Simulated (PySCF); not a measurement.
HBr2FGe, singlet, geometry from GFN2-xTB; PySCF with DF-PBE/def2-QZVP.

Here is a job for PySCF.
```python
from pyscf import gto, scf, dft

mol = gto.Mole()
mol.atom = '''
    Ge   -0.018958    0.651236    0.305739
    F    -0.120079    1.926031   -0.890886
    Br   -1.865741   -0.652164    0.019122
    Br    1.914158   -0.478848   -0.115661
    H    -0.007201    1.411588    1.613211
'''
mol.basis = 'def2-qzvp'
mol.charge = 0
mol.spin = 0
mol.verbose = 4
mol.max_memory = 1800
mol.build()

mf = dft.RKS(mol)
mf.xc = 'pbe'
mf = mf.density_fit(auxbasis='def2-universal-jkfit')
mf.kernel()
```

Task: What does PySCF print? Leave out banner, timings and long lists.

Result: 
```
PySCF version 2.14.0

[INPUT] verbose = 4
[INPUT] num. atoms = 5
[INPUT] num. electrons = 112
[INPUT] charge = 0
[INPUT] spin (= nelec alpha-beta = 2S) = 0
[INPUT] symmetry False subgroup None
[INPUT] Mole.unit = angstrom
[INPUT] Symbol           X                Y                Z      unit          X                Y                Z       unit  Magmom
[INPUT]  1 Ge    -0.018958000000   0.651236000000   0.305739000000 AA   -0.035825427870   1.230657682457   0.577762975598 Bohr   0.0
[INPUT]  2 F     -0.120079000000   1.926031000000  -0.890886000000 AA   -0.226916423312   3.639671097422  -1.683530548209 Bohr   0.0
[INPUT]  3 Br    -1.865741000000  -0.652164000000   0.019122000000 AA   -3.525739509372  -1.232411348301   0.036135342954 Bohr   0.0
[INPUT]  4 Br     1.914158000000  -0.478848000000  -0.115661000000 AA    3.617234379145  -0.904891575296  -0.218567613293 Bohr   0.0
[INPUT]  5 H     -0.007201000000   1.411588000000   1.613211000000 AA   -0.013607917823   2.667514720723   3.048526971136 Bohr   0.0

nuclear repulsion = 905.86016933571
number of shells = 102
number of NR pGTOs = 578
number of NR cGTOs = 312
basis = def2-qzvp
ecp = {}

******** <class 'pyscf.df.df_jk.DFRKS'> ********
method = DFRKS
initial guess = minao
damping factor = 0
level_shift factor = 0
DIIS = <class 'pyscf.scf.diis.CDIIS'>
diis_start_cycle = 1
diis_space = 8
diis_damp = 0
SCF conv_tol = 1e-09
SCF conv_tol_grad = None
SCF max_cycles = 50
direct_scf = False
XC library pyscf.dft.libxc version 7.1.2
    S. Lehtola, C. Steigemann, M. J. T. Oliveira, and M. A. L. Marques,  SoftwareX 7, 1–5 (2018)
XC functionals = pbe
    J. P. Perdew, K. Burke, and M. Ernzerhof,  Phys. Rev. Lett. 77, 3865 (1996)
    J. P. Perdew, K. Burke, and M. Ernzerhof,  Phys. Rev. Lett. 78, 1396 (1997)
    J. P. Perdew, K. Burke, and M. Ernzerhof,  Phys. Rev. Lett. 77, 3865 (1996)
    J. P. Perdew, K. Burke, and M. Ernzerhof,  Phys. Rev. Lett. 78, 1396 (1997)
radial grids:
    Treutler-Ahlrichs [JCP 102, 346 (1995); DOI:10.1063/1.469408] (M4) radial grids

becke partition: Becke, JCP 88, 2547 (1988); DOI:10.1063/1.454033
pruning grids: <function nwchem_prune>
grids dens level: 3
symmetrized grids: False
atomic radii adjust function: <function treutler_atomic_radii_adjust>
small_rho_cutoff = 0
Set gradient conv threshold to 3.16228e-05
Initial guess from minao.
tot grids = 85560
init E= -7316.17531018614
  HOMO = -0.290965372162201  LUMO = -0.0846817061680036  gap/eV = 5.61326
cycle= 1 E= -7324.71285438074  delta_E= -8.54  |g|= 2.68  |ddm|= 2.44
  HOMO = -0.206165311039081  LUMO = -0.142129034882044  gap/eV = 1.74252
cycle= 2 E= -7323.62984118647  delta_E= 1.08  |g|= 3.21  |ddm|= 1.83
  HOMO = -0.250505230543851  LUMO = -0.0837712727519422  gap/eV = 4.53706
cycle= 3 E= -7324.55949289425  delta_E= -0.93  |g|= 1.54  |ddm|= 1.88
  HOMO = -0.277844680090723  LUMO = -0.0932481017692122  gap/eV = 5.02313
cycle= 4 E= -7324.90101279766  delta_E= -0.342  |g|= 0.369  |ddm|= 0.663
  HOMO = -0.284065378395034  LUMO = -0.108948167960378  gap/eV = 4.76518
cycle= 5 E= -7324.90867165933  delta_E= -0.00766  |g|= 0.183  |ddm|= 0.196
  HOMO = -0.283350531767933  LUMO = -0.101915035850232  gap/eV = 4.93711
cycle= 6 E= -7324.91197013545  delta_E= -0.0033  |g|= 0.0631  |ddm|= 0.115
  HOMO = -0.281023798296239  LUMO = -0.102399663066065  gap/eV = 4.86061
cycle= 7 E= -7324.91253521819  delta_E= -0.000565  |g|= 0.0195  |ddm|= 0.0411
  HOMO = -0.281725091122616  LUMO = -0.102077945033892  gap/eV = 4.88845
cycle= 8 E= -7324.91261451899  delta_E= -7.93e-05  |g|= 0.00446  |ddm|= 0.0139
  HOMO = -0.281589755029648  LUMO = -0.102182139854203  gap/eV = 4.88193
cycle= 9 E= -7324.91261902455  delta_E= -4.51e-06  |g|= 0.000527  |ddm|= 0.00354
  HOMO = -0.281602491034041  LUMO = -0.10217816811615  gap/eV = 4.88238
cycle= 10 E= -7324.91261909601  delta_E= -7.15e-08  |g|= 0.00019  |ddm|= 0.000578
  HOMO = -0.281604189543369  LUMO = -0.102173418998086  gap/eV = 4.88256
cycle= 11 E= -7324.91261910523  delta_E= -9.22e-09  |g|= 2.5e-05  |ddm|= 0.000166
  HOMO = -0.281604220130532  LUMO = -0.102173404108179  gap/eV = 4.88256
cycle= 12 E= -7324.91261910535  delta_E= -1.2e-10  |g|= 8.71e-06  |ddm|= 2.32e-05
  HOMO = -0.281603282378205  LUMO = -0.102172755167202  gap/eV = 4.88255
Extra cycle  E= -7324.91261910536  delta_E= -3.64e-12  |g|= 1.21e-05  |ddm|= 1.26e-05
converged SCF energy = -7324.91261910536
```
